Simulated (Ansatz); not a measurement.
```xyz
15

C    -0.883    0.941    1.110
C    -0.034   -0.112    0.413
C    -0.693   -1.482    0.475
N     0.254    0.271   -0.964
Al    1.810    0.589   -1.692
F     3.182    0.467   -0.798
F     1.936    1.012   -3.272
H    -1.851    1.043    0.608
H    -1.074    0.669    2.151
H    -0.389    1.914    1.091
H     0.928   -0.173    0.935
H    -0.881   -1.784    1.508
H    -0.063   -2.238    0.002
H    -1.654   -1.466   -0.049
H    -0.588    0.348   -1.518
```

Charge 0, multiplicity 1.

List the CAM-B3LYP/def2-TZVPP orbital energies in eV (Ansatz). (An estimate is asked.)

Ansatz gave: Occupied: -1526.85, -672.76, -672.75, -391.13, -279.90, -278.59, -278.59, -114.91, -75.63, -75.51, -75.45, -33.59, -33.36, -26.41, -22.72, -21.08, -18.23, -15.67, -14.77, -14.63, -14.06, -13.61, -13.58, -13.41, -13.12, -13.11, -12.84, -12.53, -11.78, -11.47, -10.90, -8.68. Lowest empty: 0.24, 1.36, 1.94, 2.26, 3.14, 3.24, 3.35, 3.56.
